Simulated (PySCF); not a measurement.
**Ionisation energy of C²⁺ by level of theory**

C²⁺ [He] 2s2 (1S) → C³⁺ [He] 2s1 (2S), as a difference of total energies. Computed with PySCF 2.14 in x2c-QZVPPall (7s4p3d2f1g, 57 functions), with scalar relativity by spin-free X2C-1e. Correlated levels: valence and next inner shell: nothing frozen. The calculations carry no spin-orbit coupling.

```csv
method,ionisation energy (eV),error (eV)
UHF,45.798,-2.090
MP2 (valence and next inner shell),47.051,-0.837
SCS-MP2 (valence and next inner shell),47.293,-0.595
CCSD (valence and next inner shell),47.806,-0.082
CCSD(T) (valence and next inner shell),47.817,-0.071
```

Reference: 47.888 eV (measured; NIST Atomic Spectra Database, ionization energies).

Errors of the correlated levels include the incompleteness of this basis.

The coupled-cluster amplitudes are large for C²⁺ (T1 above 0.03 or a double amplitude above 0.15), so a single reference is strained.
